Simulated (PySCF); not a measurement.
# Dipole response of Ru²⁺ (ruthenium, charge +2)

[Kr] 4d6, high-spin 5D determinant. All numbers are calculated (PySCF 2.14, scalar relativity through the core potential, in aug-cc-pVTZ-PP with one added diffuse shell each of s, p, d, f, g type with ECP28MDF (7s7p6d4f3g, 113 functions)). Coupled (time-dependent) response in atomic units; α is the mean over directions.

```json
{"method": "PW91", "mean α (bohr³)": "8.615", "α xx, yy, zz": "8.932, 8.932, 7.981", "C₆ (like pair)": "46.24", "S(−4)": "23.74"}
{"method": "M06", "mean α (bohr³)": "8.167", "α xx, yy, zz": "8.525, 8.525, 7.452", "C₆ (like pair)": "43.24", "S(−4)": "20.38"}
```

S(−4) is the Cauchy moment in α(ω) = α(0) + S(−4) ω² + …

Spin-orbit coupling is absent.

α(iu) at M06:

```json
{"u (hartree)": "0", "α(iu) (bohr³)": "8.167"}
{"u (hartree)": "0.0500", "α(iu) (bohr³)": "8.117"}
{"u (hartree)": "0.100", "α(iu) (bohr³)": "7.972"}
{"u (hartree)": "0.200", "α(iu) (bohr³)": "7.476"}
{"u (hartree)": "0.300", "α(iu) (bohr³)": "6.850"}
{"u (hartree)": "0.500", "α(iu) (bohr³)": "5.633"}
{"u (hartree)": "0.750", "α(iu) (bohr³)": "4.442"}
{"u (hartree)": "1.00", "α(iu) (bohr³)": "3.571"}
{"u (hartree)": "1.50", "α(iu) (bohr³)": "2.425"}
{"u (hartree)": "2.00", "α(iu) (bohr³)": "1.733"}
{"u (hartree)": "3.00", "α(iu) (bohr³)": "0.9866"}
{"u (hartree)": "5.00", "α(iu) (bohr³)": "0.4265"}
```

For an ion, C₆ is the dispersion term alone; charge-induced terms of lower order in 1/R come first.

The components differ because the open shell of this determinant is not spherical; for a pure term their mean is the scalar polarisability.

Energies and moments cover only the electrons outside the core potential.
